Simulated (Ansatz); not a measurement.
## A family of molecules: the dipole moment

One atom is swapped for its congeners: GeH2(OH); GeH2(SH); GeH2(SeH). All are doublets with charge 0.

Shapes, held fixed at every level: PBE0-D4/def2-TZVP. Flexible molecules stand in one conformer, not always the lowest. Programs: Ansatz 0.2.0. Values in D.

```tsv
level	GeH2(OH)	GeH2(SeH)
PBE-D4/def2-TZVPP	1.27	0.63
r2SCAN-D4/def2-TZVPP	1.32	0.75
B3LYP-D4/def2-TZVPP	1.38	0.72
wB97M-V/def2-TZVPP	1.43	0.89
```

(1) Estimate the column for GeH2(SH) from its neighbours.

Results:

(1) The mean of the neighbours at wB97M-V/def2-TZVPP is 1.16 D, against 1.09 from the run. All rows: PBE-D4/def2-TZVPP 0.90; r2SCAN-D4/def2-TZVPP 0.99; B3LYP-D4/def2-TZVPP 0.97; wB97M-V/def2-TZVPP 1.09 D. At wB97M-V/def2-TZVPP the dipole moment falls at every step, from 1.43 to 0.89 D. Every level shows the same order. Open shells run unrestricted unless RO is named. Relativity is left out for Ge, Se unless named. Magnitudes only: a dipole under 1 D may point either way.
